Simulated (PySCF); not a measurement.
## Shifts of the heteroatoms

Mapped SMILES: `[CH2:1]=[C:2]([CH3:3])[O:4][Si@@H:5]1[SiH2:6][CH2:7][Si@@H:8]1[C:9]#[N:10]`. Hydrogens are named by the atom that carries them. Ha(C1) is cis to C3; Ha(Si6), Ha(C7) are cis to O4 on the ring; Hb(C1) is trans to C3; Hb(Si6), Hb(C7) are trans to O4 on the ring.

How the numbers were obtained: shielding tensors at PBE0/pcSseg-1 (GIAO), GFN2-xTB structure, in PySCF 2.14 (gas phase, one computed conformer, averaged over atoms made equivalent by symmetry, fast rotation or ring inversion, non-relativistic Hamiltonian).

**Question.** Where does $^{29}$Si resonate?

**Answer.** 
```
atoms                                         environment  σ (ppm)  δ (ppm)
  Si5  silicon bonded to O, 2 Si, H, in a 4-membered ring    339.6      0.8
  Si6  silicon bonded to C, Si, 2 H, in a 4-membered ring    393.6    -43.5
  Si8  silicon bonded to 2 C, Si, H, in a 4-membered ring    394.4    -44.2
```

Shieldings were converted by a linear fit to measured shifts: $^{29}$Si: δ = 279.94 − 0.822σ (rms 8.9 ppm, 72 shifts, 25.8 ppm with the 6 outliers that the fit left out vs TMS, solution or neat liquid). A few per cent of atoms miss by over 2 rms, more outside the fitted compound classes.

On a 300 MHz spectrometer $^{29}$Si resonates near 59.6 MHz, so 1 ppm is 59.6 Hz.

**Question.** What are the $^{15}$N shifts?

**Answer.** 
| atoms | environment | σ (ppm) | δ (ppm) |
| --- | --- | --- | --- |
| N10 | nitrile nitrogen | -105.2 | -51.2 |

Shieldings were converted by a linear fit to measured shifts: $^{15}$N: δ = -148.07 − 0.921σ (rms 6.3 ppm, 71 shifts vs CH3NO2, solution or neat liquid). A few per cent of atoms miss by over 2 rms, more outside the fitted compound classes.

On a 400 MHz spectrometer $^{15}$N resonates near 40.5 MHz, so 1 ppm is 40.5 Hz.

**Question.** What are the $^{17}$O shifts?

**Answer.** 
```
atoms             environment  σ (ppm)  δ (ppm)
   O4  oxygen bonded to C, Si    207.5     77.7
```

Shieldings were converted by a linear fit to measured shifts: $^{17}$O (scatter 10.7 ppm rms, 12.2 ppm with the 3 outliers that the fit left out vs liquid water, solution or neat liquid). A few per cent of atoms miss by over 2 rms, more outside the fitted compound classes.

On a 300 MHz spectrometer $^{17}$O resonates near 40.7 MHz, so 1 ppm is 40.7 Hz.
